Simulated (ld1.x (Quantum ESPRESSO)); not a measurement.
# What one change does to a pseudopotential (Yb, ultrasoft)

ld1.x (Quantum ESPRESSO) 7.5 input, shortened:

```
&input
   title='Yb', zed=70., rel=1, dft='PBESOL', iswitch=3,
   config='[Xe] 4f14 5d0 6s2 6p0'
 /
 &inputp
   pseudotype=3, tm=.true., lloc=-2, rcloc=1.80,
   nlcc=.false.,
   which_augfun='PSQ', rmatch_augfun_nc=.true.
 /
8
5S  1  0   2.00   0.00  1.60  1.80  0.0
6S  2  0   2.00   0.00  1.60  1.80  0.0
5P  2  1   6.00   0.00  2.15  2.40  0.0
6P  3  1   0.00   0.00  2.15  2.40  0.0
5D  3  2   0.00   0.00  2.05  2.45  0.0
5D  3  2   0.00   0.45  2.05  2.45  0.0
4F  4  3  14.00   0.00  0.70  0.80  0.0
4F  4  3   0.00   0.30  0.70  0.80  0.0
 &test
   configts(1)='4f14 5s2 5p6 5d0 6s2 6p0'
 /
```

Change: waves 5p (bound): rcut 2.15, rcutus 2.36 bohr; 6p (bound): rcut 2.15, rcutus 2.36 bohr.

Cutoffs: the cutoffs (Ry, on a coarse ladder) from which the occupation-weighted sum of valence levels, in a spherical-Bessel basis at the reference potential, stays within 10 and 1 mRy of its value at 400 Ry; they do not see the model core or the augmentation charge, which bear on the density cutoff. Errors are all-electron minus pseudo energies relative to the spin-unpolarised reference configuration.

Question: What does the change do?

Answer: Of the 7 tests that both files solve, the error grows in 1 and shrinks in 3 by more than 15 % and 0.3 meV (median size 7.5 → 8.0 meV); neither file shows a bound ghost.

| quantity | base | changed |
| --- | --- | --- |
| cutoff, loose | over 300 Ry | over 300 Ry |
| cutoff, tight | over 300 Ry | over 300 Ry |
| bound ghosts | none | none |
| error for 4f14 5s2 5p6 5d0 6s1 6p0, meV [ΔE 6.54 eV] | -1.6 | -1.6 |
| error for 4f14 5s2 5p6 5d0 6s0 6p0, meV [ΔE 18.67 eV] | -1.9 | -2.5 |
| error for 4f13 5s2 5p6 5d0 6s0 6p0, meV [ΔE 45.30 eV] | -222 | -137 |
| error for 4f14 5s2 5p6 5d0.5 6s1.5 6p0, meV [ΔE 1.63 eV] | -1.6 | -1.6 |
| error for 4f14 5s2 5p6 5d1 6s0 6p0, meV [ΔE 9.45 eV] | -7.5 | -8.0 |
| error for 4f14 5s2 5p5 5d0 6s2 6p0, meV [ΔE 33.04 eV] | -129 | -83 |
| error for 4f14 5s1 5p6 5d0 6s2 6p0, meV [ΔE 61.16 eV] | -148 | -122 |
| s: phases at 2.64 bohr within 0.05 rad from the reference energy up to (Ry; the scan ends near 5) | 4.8 | 4.8 |
| p: phases at 2.64 bohr within 0.05 rad from the reference energy up to (Ry; the scan ends near 5) | 0.8 | 1.0 |
| d: phases at 2.64 bohr within 0.05 rad from the reference energy up to (Ry; the scan ends near 5) | 2.9 | 2.9 |
| f: phases at 2.64 bohr within 0.05 rad from the reference energy up to (Ry; the scan ends near 5) | to the end of the scan | to the end of the scan |
| lowest overlap eigenvalue by channel | s 0.25, p 0.11, d 0.97, f 1.00 | s 0.25, p 0.13, d 0.97, f 1.00 |
